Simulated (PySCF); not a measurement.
Species: C₈H₁₀NP.
Numbering: `[CH2:1]=[C:2]([CH3:3])[PH:4][c:5]1[cH:6][cH:7][n:8][cH:9][cH:10]1` (hydrogens: H11, H12 on C1; H13, H14, H15 on C3; H16 on P4; H17 on C6; H18 on C7; H19 on C9; H20 on C10)

A linear-response calculation (PySCF, def2-SVPD basis, gas phase, vertical, core orbitals frozen in the response) gave these numbers; the functional is withheld.

Orbital energies (eV): HOMO-3 -9.76, HOMO-2 -9.49, HOMO-1 -9.36, HOMO -8.79, LUMO 0.62, LUMO+1 1.05, LUMO+2 1.25.

```csv
state,E (eV),f,"main configurations (H = HOMO, L = LUMO)"
S1,4.93,0.011,"H-1→L (75%), H→L (18%)"
S2,5.24,0.0020,"H-1→L+1 (59%), H→L+1 (27%)"
S3,5.39,0.022,"H-2→L (47%), H-1→L+1 (25%), H→L+1 (19%)"
S4,5.49,0.077,"H→L (49%), H→L+2 (32%), H-1→L (11%)"
S5,5.61,0.146,"H→L+2 (56%), H→L (25%)"
S6,6.18,0.040,"H→L+1 (44%), H-2→L (30%)"
```

Triplets, Tamm–Dancoff:

```csv
state,E (eV),λ (nm),"main configurations (H = HOMO, L = LUMO)"
T1,4.14,299.2,"H→L (52%), H-2→L+1 (26%), H-4→L (13%)"
T2,4.32,287.3,H-1→L (82%)
T3,4.33,286.2,H-3→L+2 (74%)
T4,4.64,267.5,H-2→L (90%)
```

Vertical ionisation energy by ΔSCF with the same functional: 8.83 eV. Mean static polarisability: 126.3 au.

Task: Name the functional.
A. wB97X-D
B. HF
C. PBE0
D. PBE

Result: A. wB97X-D is range-separated, 22% exact exchange at short range and 100% at long range (ω = 0.2 bohr⁻¹). In this run −ε(HOMO) = 8.79 eV differs from the ΔSCF value by -0.05 eV, and S1 differs from the orbital gap of 9.41 eV by -4.48 eV. The ratio −ε(HOMO)/IP is 0.99. Small neutral molecules mostly give 0.89 to 0.99 with wB97X-D, 0.5 to 0.7 with PBE, 0.7 to 0.83 with PBE0; Hartree–Fock can't fall below 1, since the ion's relaxation only lowers the ΔSCF value. The other options: PBE, a GGA without exact exchange; HF, time-dependent Hartree–Fock, 100% exact exchange; PBE0, a global hybrid with 25% exact exchange.

Level of theory: TDDFT wB97X-D/def2-SVPD, vertical, gas phase, core orbitals frozen in the response in PySCF. One conformer (not necessarily the lowest) at the PBE0-D3(BJ)/def2-SVP geometry, without solvent, vibrations or thermal averaging.

Hardware: one thread of an Arm Neoverse V2, no GPU, shared host with 96 logical CPUs at a one-minute load of 70. Cost: 9.8 min wall, 1.4 GiB resident at most.

The values belong to the conformer `[CH2:1]=[C:2]([CH3:3])[PH:4][c:5]1[cH:6][cH:7][n:8][cH:9][cH:10]1`: C1–C2–P4–C5 123°, C2–P4–C5–C6 132°.
